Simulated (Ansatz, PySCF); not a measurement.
Reaction (SMILES): Clc1ccoc1 [3-chlorofuran] + 8 [H][H] (H2) -> 4 C (CH4) + Cl (HCl) + O (H2O)
Geometries: B3LYP-D3(BJ)/def2-TZVP minima from Ansatz (a program for electronic structure). Unstable Hartree-Fock reference: Clc1ccoc1.
Geometry of the first species:
SMILES: Clc1ccoc1
```xyz
9

Cl     1.6955     1.0514    -0.0961
C      0.2358     0.1442    -0.0133
C     -1.0895     0.6795     0.0215
C     -1.9099    -0.3966     0.0849
O     -1.1881    -1.5501     0.0916
C      0.1276    -1.2069     0.0310
H     -1.3687     1.7183     0.0013
H     -2.9785    -0.5073     0.1290
H      0.8459    -2.0056     0.0273
```

Property: energy of full hydrogenation (0 K, with B3LYP-D3(BJ) harmonic zero-point energies from PySCF), in eV. Correlated levels leave the core frozen unless marked. No spin-orbit coupling. No relativistic terms. CBS marks a two-point X^-3 extrapolation of the correlation energy; Hartree-Fock from the larger set.

CCSD(T)/CBS(cc-pV(T+d)Z,cc-pV(Q+d)Z) (Ansatz) gives -5.82 eV.

Q: Another calculation gave -6.05 eV. Which level was it?
A. B2PLYP/def2-TZVPD (Ansatz)
B. LC-wPBE/def2-TZVPD (Ansatz)
C. HSE06/def2-TZVPD (Ansatz)
D. B3LYP/def2-TZVPD (Ansatz)

A: C, HSE06/def2-TZVPD (Ansatz). The others give -5.81 (B3LYP), -6.24 (LC-wPBE), -5.67 (B2PLYP) eV.
